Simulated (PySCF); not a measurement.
## Static response to an electric field

Compound: C3H7NO2Si.
Cartesian coordinates in Å at the PBE0-D3(BJ)/def2-SVP level; atoms count from 1:
```
atom  x, y, z in Å
C1     2.920    0.516    0.452
O2     1.543    0.659    0.243
Si3    0.390   -0.481    0.508
O4    -1.035    0.296    0.147
C5    -2.299   -0.275    0.146
C6    -3.304    0.707   -0.277
N7    -4.110    1.466   -0.607
H8     3.355   -0.284   -0.175
H9     3.414    1.461    0.183
H10    3.159    0.295    1.508
H11    0.380   -0.930    1.935
H12    0.555   -1.665   -0.390
H13   -2.372   -1.139   -0.544
H14   -2.598   -0.639    1.148
```

Level: CAM-B3LYP/def2-SVPD (PySCF), static field, nuclei fixed, core orbitals frozen in the response. The polarisability tensor in these axes (au):

```
x   89.92 -5.39  5.00
y   -5.39 67.76 -2.81
z    5.00 -2.81 62.23
```

Problem. Give the principal values, the mean and the anisotropy Δα = √{½[(α1 − α2)² + (α2 − α3)² + (α1 − α3)²]}.

Solution. Principal values 60.78, 66.96 and 92.18 au; mean 73.31 au = 10.86 Å³ = 12.09 × 10⁻⁴⁰ C²·m²/J; Δα = 28.81 au (39 % of the mean).

Problem. What is the dipole moment, and where does it point?

Solution. (3.52, -3.86, 1.58) D, 5.46 D in size, pointing from the negative to the positive side. Measured along this direction, the outermost atoms are N7 at the negative end and H8 and H10 at the positive end.

Problem. Rayleigh depolarisation ratio (linearly polarised light, static tensor)?

Solution. ρ = 3Δα²/(45ᾱ² + 4Δα²) = 2490.5/(241822 + 3320.6) = 0.0102.

Problem. In a dilute gas of rigid molecules at 500 K, how does the orientational term μ²/3kT compare with the electronic polarisability?

Solution. In Gaussian units μ²/3kT = 143.98 Å³ against 10.86 Å³, a ratio of 13.25; the Debye molar polarisation (4π/3)N_A(α + μ²/3kT) is 390.6 cm³/mol, leaving out the vibrational part.

Problem. Refractivity n − 1 of an ideal gas of it at 273.15 K and 1 atm, from the electronic α?

Solution. N = p/kT = 2.6868 × 10¹⁹ cm⁻³, so n − 1 = 2π × N × 10.86 × 10⁻²⁴ cm³ = 1834 × 10⁻⁶ at long wavelengths, for an ideal gas.

Isolated species at its PBE0-D3(BJ)/def2-SVP geometry (one conformer only).
